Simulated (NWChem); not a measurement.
# BH$_{2}$OI; SMILES B(I)O

All runs: NWChem. Structure relaxed at the PBE0/def2-SVP level. Not confirmed as a minimum by frequencies. def2 effective core potentials on I; no spin-orbit coupling. One conformer.

Diagonal of the polarisability tensor at CAM-B3LYP/def2-SVPD, static: 51.48, 66.26, 44.26 bohr³.

Find the mean polarisability volume, the molar refraction, and the refractive index that an ideal gas of it would have at 273.15 K and 1 atm.


1. Mean: one third of the trace = 54.00 bohr³ × 0.14818 Å³/bohr³ = 8.00 Å³.
2. Molar refraction (Lorentz-Lorenz): (4π/3) N_A α = 20.2 cm³/mol.
3. Number density p/kT = 2.687 × 10⁻⁵ Å⁻³; n − 1 = 2π N α = 13.51 × 10⁻⁴.
4. These hold the electronic response alone: vibrational and orientational terms add to the static dielectric constant.
